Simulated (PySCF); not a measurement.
A calculated (PBE, PySCF 2.14, aug-cc-pVTZ with one added diffuse shell each of s, p, d, f, g type, the non-relativistic Hamiltonian (point nucleus)) atom or ion has these occupied shells.

```csv
shell,electrons,orbital energy (eV),"rms radius, mean of both spins (bohr)"
1s α,1,-4368.1,0.0852
1s β,1,-4368.1,0.0852
2s α,1,-466.01,0.376
2s β,1,-465.69,0.376
2p α,3,-384.24,0.343
2p β,3,-384.00,0.343
3s α,1,-51.543,1.17
3s β,1,-50.319,1.17
3p α,3,-30.885,1.29
3p β,3,-29.624,1.29
4s α,1,-3.773,4.21
3d α,2,-2.060,2.71
```

Task: Name the element and its charge.

Result: Sc (scandium, neutral), in [Ar] 3d2 4s1, high-spin 4F determinant (an excited configuration).
